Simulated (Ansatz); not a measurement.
A single point on `FCCCOCF`.

```yaml
crystal:
  periodic: [false, false, false]
  atoms:
    - {symbol: F, position_ang: [-0.334393, 2.505890, -1.044364]}
    - {symbol: C, position_ang: [-0.818586, 1.720671, -0.006980]}
    - {symbol: C, position_ang: [-0.981432, 0.296772, -0.472841]}
    - {symbol: C, position_ang: [0.331609, -0.347267, -0.878009]}
    - {symbol: O, position_ang: [1.288733, -0.376384, 0.172876]}
    - {symbol: C, position_ang: [1.212851, -1.437165, 1.020491]}
    - {symbol: F, position_ang: [0.164618, -1.304997, 1.921836]}
    - {symbol: H, position_ang: [-0.105604, 1.786838, 0.818500]}
    - {symbol: H, position_ang: [-1.776207, 2.144048, 0.307936]}
    - {symbol: H, position_ang: [-1.452480, -0.277601, 0.328977]}
    - {symbol: H, position_ang: [-1.656924, 0.275053, -1.334543]}
    - {symbol: H, position_ang: [0.159036, -1.367753, -1.242942]}
    - {symbol: H, position_ang: [0.795435, 0.227948, -1.680945]}
    - {symbol: H, position_ang: [1.038150, -2.381065, 0.486934]}
    - {symbol: H, position_ang: [2.135194, -1.464979, 1.603073]}
basis:
  gaussian: {orbitals: def2-QZVPP}
correlation: {method: mp2}
```

```sh
$ ansatz run in.yaml --threads 2 --pin off --events-out ev --progress --plain --max-ram 22528MiB --backend cuda --devices 0, --max-vram 18GiB
```

It prints (some lines left out):

```
Functional definition: HF
3881 factors; integrals over basis functions are off by at most 8.2e-4 eV
mean field evaluation 1: about -11697.9826 eV, gradient 4.3e1 eV
mean field evaluation 2: about -11698.1773 eV, gradient 4.3e1 eV
mean field evaluation 4: about -11702.3680 eV, gradient 5.1e0 eV
mean field evaluation 8: about -11702.4367 eV, gradient 2.9e-1 eV
mean field -11702.43698272 eV, -430.0566269182 hartree, gradient 2.1e-6 eV, S^2 0.000000; 0 other end points of the search recorded, 0 dependent functions left out
7 core orbitals not correlated: weight in the atoms' cores, before any rotation towards them, 1.000 or more for the frozen orbitals, at most 0.000 for the correlated occupied ones
reference -11702.43698272 eV, -430.0566269182 hartree; 22, 22 occupied and 610, 610 virtual orbitals, 3881 factors
second order -41.59141200 eV of doubles, -0.00000000 eV of singles
Total energy: -11744.02839472 eV, -431.5850831177 hartree
```

Run time 4.5 s (2 threads of an AMD EPYC 7R13 on a shared host and a share of an NVIDIA H100 80 GB); peak host memory 1.3 GiB.
